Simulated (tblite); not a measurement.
Compound: C6H10N2.
Numbering: `[CH3:1][CH:2]([CH3:3])[c:4]1[n:5][cH:6][cH:7][nH:8]1` (hydrogens: H9, H10, H11 on C1; H12 on C2; H13, H14, H15 on C3; H16 on C6; H17 on C7; H18 on N8)

Computed with GFN2-xTB (tblite), gas phase: Langevin dynamics at 300 K from the optimised GFN2-xTB geometry, time step 0.5 fs, friction 0.01 fs⁻¹, 2000 steps. The instantaneous temperature is 2·E(kin)/(3Nk) with all 3N coordinates.

```csv
t (fs),T (K),E(pot) above start (eV),C1–C2 (Å),C2–C3 (Å),C2–C4 (Å),C4–N5 (Å),N5–C6 (Å),C1–H9 (Å),C1–C2–C4–N5 (°)
0,254,0.000,1.531,1.531,1.492,1.306,1.359,1.088,118
25,196,0.253,1.542,1.523,1.492,1.307,1.375,1.093,125
50,205,0.389,1.492,1.545,1.468,1.305,1.384,1.088,120
75,174,0.485,1.513,1.594,1.504,1.294,1.386,1.090,114
100,216,0.388,1.525,1.574,1.474,1.298,1.370,1.070,108
125,301,0.498,1.513,1.543,1.515,1.312,1.344,1.130,108
150,307,0.464,1.501,1.514,1.537,1.309,1.358,1.131,107
175,290,0.617,1.555,1.548,1.529,1.306,1.369,1.068,100
200,342,0.619,1.543,1.532,1.485,1.305,1.412,1.074,106
225,272,0.789,1.525,1.508,1.520,1.303,1.424,1.132,93
250,269,0.769,1.502,1.547,1.482,1.289,1.392,1.108,98
275,366,0.705,1.552,1.599,1.465,1.311,1.343,1.060,88
300,350,0.619,1.533,1.532,1.460,1.319,1.333,1.094,100
325,310,0.499,1.571,1.518,1.538,1.306,1.345,1.100,97
350,238,0.701,1.535,1.526,1.461,1.283,1.346,1.081,106
375,212,0.581,1.539,1.544,1.508,1.288,1.350,1.095,108
400,196,0.741,1.520,1.522,1.508,1.293,1.345,1.102,116
425,224,0.672,1.570,1.529,1.541,1.310,1.345,1.072,98
450,265,0.664,1.589,1.568,1.448,1.308,1.335,1.076,109
475,336,0.721,1.567,1.582,1.451,1.286,1.335,1.067,103
500,305,0.758,1.543,1.554,1.469,1.281,1.348,1.077,104
525,347,0.778,1.602,1.563,1.475,1.284,1.314,1.119,110
550,365,0.748,1.525,1.559,1.486,1.304,1.312,1.080,120
575,384,0.731,1.487,1.524,1.541,1.331,1.351,1.074,119
600,319,0.586,1.498,1.507,1.482,1.311,1.364,1.111,130
625,275,0.683,1.519,1.503,1.488,1.305,1.371,1.068,122
650,369,0.425,1.513,1.549,1.494,1.309,1.353,1.089,133
675,173,0.780,1.497,1.575,1.498,1.318,1.347,1.140,123
700,340,0.740,1.484,1.574,1.492,1.354,1.369,1.068,130
725,230,0.872,1.507,1.518,1.485,1.373,1.379,1.071,122
750,325,0.642,1.509,1.583,1.521,1.349,1.415,1.087,128
775,312,0.709,1.539,1.535,1.572,1.309,1.412,1.087,118
800,294,0.632,1.517,1.477,1.512,1.293,1.362,1.109,130
825,389,0.709,1.548,1.589,1.567,1.312,1.327,1.074,121
850,353,0.721,1.473,1.567,1.532,1.293,1.330,1.076,125
875,221,1.071,1.499,1.576,1.524,1.310,1.320,1.116,114
900,374,0.765,1.529,1.584,1.410,1.327,1.316,1.130,113
925,390,0.813,1.582,1.502,1.506,1.329,1.344,1.075,97
950,384,0.573,1.575,1.478,1.491,1.319,1.352,1.057,85
975,309,0.586,1.547,1.485,1.526,1.298,1.357,1.124,83
1000,216,0.766,1.570,1.511,1.469,1.284,1.353,1.097,70
```

**Question.** From 500 fs on, how do temperature and potential energy compare with equipartition?

**Answer.** The mean temperature of these 21 frames is 318 K against the target 300 K, and the mean potential energy 0.72 eV against 48 × kT/2 = 0.62 eV for 48 classical harmonic modes. For 18 atoms in a canonical ensemble the temperature itself scatters by T·√(2/(3N)) = 58 K; here its standard deviation is 62 K. The whole run lasts only 10 friction times of 100 fs, so these averages carry a wide statistical error.

**Question.** What are the kinetic and total energies of the listed frame with the highest potential energy?

**Answer.** The one at 875 fs, 1.071 eV above the start. Its kinetic energy is 3NkT/2 = 0.515 eV at 221 K, so the sum is 1.59 eV; over the listed frames the sum runs from 0.59 to 1.72 eV, since the thermostat adds and removes energy.

**Question.** How much do the listed bonds fluctuate from 500 fs on?

**Answer.** 
```json
{"bond": "C1–C2", "at the start (Å)": "1.531", "mean (Å)": "1.527", "standard deviation (Å)": "0.034"}
{"bond": "C2–C3", "at the start (Å)": "1.531", "mean (Å)": "1.539", "standard deviation (Å)": "0.037"}
{"bond": "C2–C4", "at the start (Å)": "1.492", "mean (Å)": "1.502", "standard deviation (Å)": "0.035"}
{"bond": "C4–N5", "at the start (Å)": "1.306", "mean (Å)": "1.314", "standard deviation (Å)": "0.023"}
{"bond": "N5–C6", "at the start (Å)": "1.359", "mean (Å)": "1.352", "standard deviation (Å)": "0.028"}
{"bond": "C1–H9", "at the start (Å)": "1.088", "mean (Å)": "1.092", "standard deviation (Å)": "0.023"}
```

The motion is classical and holds no zero-point motion.

What follows is the cost of the whole dynamics run. The run took 37 s on one thread of an Intel Xeon at 2.50 GHz, shared host with 64 logical CPUs at a one-minute load of 53, and the process peaked at 0.18 GiB of memory.
